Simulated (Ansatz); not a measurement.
`[F][Ge]([F])([F])[SiH3]` + NH₃ → `N[SiH3]` + `[F][GeH]([F])[F]`  (cleavage of the Si–Ge bond)

Gas-phase electronic energies from Ansatz, PBE0-D4/def2-TZVP geometries. CCSD(T)/CBS adds triple-zeta CCSD(T) − MP2 to the extrapolated MP2 energy (def2 sets, frozen cores). This one scheme is used for every species. DFT in def2-TZVPP. For Ge outer-core shells are correlated without core-valence functions, which leaves a few kJ/mol of doubt a bond. Scalar relativity is left out up to krypton.

`[F][Ge]([F])([F])[SiH3]`:

Z-matrix (Å, degrees):
```
Ge
F 1 1.719
F 1 1.719 2 104.8
F 1 1.720 2 104.8 3 -110.0
Si 1 2.380 2 113.8 3 125.0
H 5 1.480 1 107.0 2 -59.9
H 5 1.480 1 107.0 2 60.1
H 5 1.480 1 107.0 2 -179.9
```

NH₃:

```xyz
4

N     0.225   -0.156    0.067
H    -0.527   -0.721   -0.309
H    -0.146    0.334    0.872
H     0.449    0.543   -0.630
```

`N[SiH3]`:

Cartesian coordinates in Å:
```
N -0.193 0.399 -0.970
Si 0.169 -0.148 0.620
H -1.144 0.619 -1.217
H 0.295 0.000 -1.757
H -0.475 0.784 1.581
H -0.297 -1.527 0.959
H 1.645 -0.127 0.785
```

`[F][GeH]([F])[F]`:

```xyz
5

F    -1.073   -1.064    0.725
Ge    0.079   -0.036   -0.004
F     0.076    1.410    0.902
F    -0.537    0.360   -1.546
H     1.455   -0.670   -0.077
```

CCSD(T)/CBS gives -14.8 kJ/mol.

Task: Another level gave -12.1 kJ/mol. Which?
A. ωB97M-V/def2-TZVPP
B. r2SCAN/def2-TZVPP
C. BHLYP/def2-TZVPP
D. revPBE-D4/def2-TZVPP

Result: B. r2SCAN -12.1, ωB97M-V -17.4, BHLYP -23.6, revPBE-D4 0.0 kJ/mol.

Largest T1 diagnostic among the species: 0.013.

From r2SCAN to r2SCAN0 (25 % exact exchange), in def2-TZVPP and without D4, ΔE moves by −4.6 kJ/mol. The D4 term adds +3.2 kJ/mol with B3LYP and +2.0 kJ/mol with PBE0; it sums over pairs of atoms, weighted by their polarisabilities, and B3LYP, whose exchange is more repulsive, gets the larger term. Leaving LDA and LC-ωPBE aside and taking each functional with its dispersion term where it has one, the values, not all of them listed here, spread over 20.9 kJ/mol, from BHLYP-D4 to PBE-D4. LDA lies −6.6 kJ/mol from PBE without D4.

B3LYP here is the variant with VWN-RPA as its local correlation; programs differ in this.
